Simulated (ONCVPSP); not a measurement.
## What one change does to a pseudopotential (Nb (Z = 41), ONCV)

niobium, optimised norm-conserving Vanderbilt (ONCV), made with ONCVPSP 4.0.1 (LDA (Perdew-Zunger), scalar-relativistic). Core [Ar] 3d10, reference 4s2 4p6 4d4 5s1. Waves: 4s+5s: rc 2.25 bohr, ncon 3, nbas 7, qcut 4.4 1/bohr, 3 projectors, debl 1.2 Ha; 4p: rc 1.75 bohr, ncon 5, nbas 9, qcut 7.3 1/bohr, 2 projectors, debl 3.2 Ha; 4d: rc 2.85 bohr, ncon 5, nbas 9, qcut 5.3 1/bohr, 2 projectors, debl 3.2 Ha. Local part: polynomial inside 1.50 bohr (lpopt 3, dvloc0 0 Ha). Core correction: none.

Change: s: qcut 4.9; p: qcut 8.2; d: qcut 5.9.

Cutoffs: the cutoffs (Ha) at which the residual kinetic energy of the hardest occupied pseudo-wave falls to 1 and 0.1 mHa per electron; they do not see the model core or the augmentation charge, which bear on the density cutoff. Errors are all-electron minus pseudo energies relative to the spin-unpolarised reference configuration.

What does the change do?

The potential gets harder (19 Ha and 24 Ha → 23 Ha and 28 Ha); of the 3 tests that both files solve, the error grows in 1 and shrinks in 2 by more than 15 % and 0.3 meV (median size 4.2 → 2.3 meV); neither file shows a bound ghost.

```csv
quantity,base,changed
"cutoff, loose",19 Ha,23 Ha
"cutoff, tight",24 Ha,28 Ha
loose cutoff by channel,"s 5.8 Ha, p 19 Ha, d 11 Ha","s 5.7 Ha, p 23 Ha, d 12 Ha"
bound ghosts,none,none
GHOST(+) flags under 300 eV,none,none
tests with a reliable result,3 of 4,3 of 4
"error for 4s2 4p6 4d4 5s0, meV [ΔE 6.92 eV]",-0.5,-0.9
"error for 4s2 4p6 4d3 5s0, meV [ΔE 21.19 eV]",+4.2,+2.3
"error for 4s2 4p6 4d3 5s1, meV [ΔE 7.21 eV]",+10.0,+7.2
s: phases at 2.28 bohr within 0.05 rad from the reference energy up to (Ha; the scan ends near 5),4.8,4.8
p: phases at 1.77 bohr within 0.05 rad from the reference energy up to (Ha; the scan ends near 5),to the end of the scan,to the end of the scan
d: phases at 2.89 bohr within 0.05 rad from the reference energy up to (Ha; the scan ends near 5),to the end of the scan,to the end of the scan
```
